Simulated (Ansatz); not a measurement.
A search over several starts for the lowest SCF solution of BiI₃ at the given spin, in a small basis.

```yaml
crystal:
  periodic: [false, false, false]
  atoms:
    - {symbol: Bi, position_ang: [-0.004276, 0.004756, 0.965749]}
    - {symbol: I, position_ang: [2.539474, -0.031112, -0.310541]}
    - {symbol: I, position_ang: [-1.241967, 2.211200, -0.338322]}
    - {symbol: I, position_ang: [-1.293222, -2.184844, -0.316886]}
basis:
  gaussian: {orbitals: def2-SVP, initial_orbitals: start.molden}
hamiltonian: {xc: pbe0, dispersion: d4}
output: {orbitals: {seedname: orbitals}}
```

The file start.molden holds the orbitals of an earlier run on this structure, at another level or in another basis.

```sh
$ ansatz run in.yaml --threads 4 --pin off --events-out ev --progress --plain --max-ram 3916MiB
```

Shortened log:

```
Functional definition: PBE0
1338 factors; integrals over basis functions are off by at most 1.4e-4 eV
mean field evaluation 1: about -30147.7477 eV, gradient 5.9e0 eV
mean field evaluation 2: about -30147.8326 eV, gradient 1.2e-1 eV
mean field evaluation 4: about -30147.8820 eV, gradient 8.3e-4 eV
mean field evaluation 8: about -30146.0452 eV, gradient 2.0e1 eV
mean field evaluation 16: about -30147.8820 eV, gradient 3.3e-2 eV
mean field -30147.88200180 eV, -1107.9142285978 hartree, gradient 2.8e-5 eV, S^2 0.000000; 1 other end points of the search recorded, 0 dependent functions left out
reference -30147.88202558 eV, -1107.9142294718 hartree; 49, 49 occupied and 55, 55 virtual orbitals, 1338 factors
Total energy: -30148.11748690 eV, -1107.9228825157 hartree
```

Hardware: 4 threads of Arm Neoverse V1 on a shared host. Wall time 2.3 s.

In the def2 sets Bi, I take a core potential; there is no spin–orbit coupling.
